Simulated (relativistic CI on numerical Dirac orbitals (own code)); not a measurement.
**Sensitivity of the levels of Pt⁸⁺ to α and to the nuclear radius**

Computed by Dirac-Coulomb-Breit CI, KLI orbitals optimised for each configuration, derivatives by finite differences, unscaled Slater integrals, QED left out (own radial code, finite nucleus).

Configuration list (outside the closed core [Kr] 4d10 4f14 5s2): 5p⁶5d², 5p⁶5d6s, 5p⁶5d5f, 5p⁶6s², 5p⁵5d³, 5p⁶5d6p, 5p⁶6s6p, 5p⁶5f². Levels of other configurations are missing.

With x = (α/α₀)² − 1 an excitation energy changes as ω = ω₀ + qx; K = 2q/ω₀ is the relative enhancement. Terms are leading LS components, so labels can repeat. The field-shift factor is F = δν/δ⟨r²⟩ for the transition from the lowest level.

Lowest level 5p⁶5d² ³F2.

```tsv
Level	ω₀ (cm⁻¹)	q (cm⁻¹)	K	F (GHz/fm²)
5p⁶5d² ³F3	14345	15370	2.14	1.18
5p⁶5d² ³P0	20675	3239	0.313	0.504
5p⁶5d² ³F4	24927	21610	1.73	1.8
5p⁶5d² ¹D2	26443	14280	1.08	1.88
5p⁶5d² ³P1	29652	15330	1.03	1.45
5p⁶5d² ¹G4	42736	25350	1.19	2.37
5p⁶5d² ³P2	45250	31030	1.37	3.42
5p⁶5d² ¹S0	75411	26940	0.714	3.77
5p⁶5d6s ³D1	214397	-72140	-0.673	152
5p⁶5d6s ³D2	217202	-70540	-0.65	150
5p⁶5d6s ³D3	232106	-55440	-0.478	153
5p⁶5d6s ¹D2	239611	-52630	-0.439	146
5p⁶5d6p ³F°2	311255	-58000	-0.373	26.6
```

At this charge configurations can still be misplaced by up to about 7 % of their energy. Terms inside the open d or f shell come out 10 to 20 % too wide with unscaled integrals. Levels and lines within the n = 5 or 6 shells can be off by up to 10 % or somewhat more, and those that change n by about 2 %, since core polarisation is missing.
